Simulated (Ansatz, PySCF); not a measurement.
This PySCF input computes a CAM-B3LYP/def2-TZVPD energy:

```python
from pyscf import gto, scf, dft

mol = gto.M(
    atom='''
    Si    0.22679746    0.05573040   -1.01853749
    C    -1.01872015   -1.16026351   -1.72455035
    C    -0.25438705    1.83293467   -1.39058038
    Br    0.26754867   -0.20527583    1.22746047
    H    -0.75694885   -2.18687099   -1.46960041
    H    -1.05518514   -1.06974233   -2.81248773
    H    -2.01424634   -0.94779813   -1.32455693
    H    -0.27181104    1.99802215   -2.47019793
    H     0.44874530    2.53473738   -0.94278083
    H    -1.25127854    2.04005341   -0.99118351
    ''',
    basis='def2-tzvpd',
    charge=0,
    spin=1,
    verbose=4,
)

mf = dft.UKS(mol, xc='camb3lyp').density_fit(auxbasis='def2-universal-jkfit')
mf.grids.level = 3
mf.conv_tol = 1e-9
mf.max_cycle = 100
mf.max_memory = 1500
mf.kernel()
if not mf.converged:
    mf = mf.newton()
    mf.kernel(mf.make_rdm1())
for _ in range(2):
    mo, _, stable, _ = mf.stability(return_status=True)
    if stable:
        break
    mf.kernel(mf.make_rdm1(mo, mf.mo_occ))
mf.analyze()
```

### Question
Write an input for the same energy in Ansatz (an electronic-structure program) and say what it gives.

### Answer

Ansatz 0.2 input:
```yaml
crystal:
  periodic: [false, false, false]
  atoms:
    - {symbol: Si, position_ang: [0.22679746, 0.05573040, -1.01853749]}
    - {symbol: C, position_ang: [-1.01872015, -1.16026351, -1.72455035]}
    - {symbol: C, position_ang: [-0.25438705, 1.83293467, -1.39058038]}
    - {symbol: Br, position_ang: [0.26754867, -0.20527583, 1.22746047]}
    - {symbol: H, position_ang: [-0.75694885, -2.18687099, -1.46960041]}
    - {symbol: H, position_ang: [-1.05518514, -1.06974233, -2.81248773]}
    - {symbol: H, position_ang: [-2.01424634, -0.94779813, -1.32455693]}
    - {symbol: H, position_ang: [-0.27181104, 1.99802215, -2.47019793]}
    - {symbol: H, position_ang: [0.44874530, 2.53473738, -0.94278083]}
    - {symbol: H, position_ang: [-1.25127854, 2.04005341, -0.99118351]}
basis:
  gaussian:
    orbitals: def2-TZVPD
hamiltonian:
  xc: {name: CAM-B3LYP}
magnetization: {spin_polarized: true, initial_magnetization: 1}
output: {forces: true}
```
It gives -2943.61766 Eh, and PySCF -2943.61777 Eh, a difference of 0.11 mEh, from the treatment of integrals and grids.

It need not be the lowest isomer of its formula.
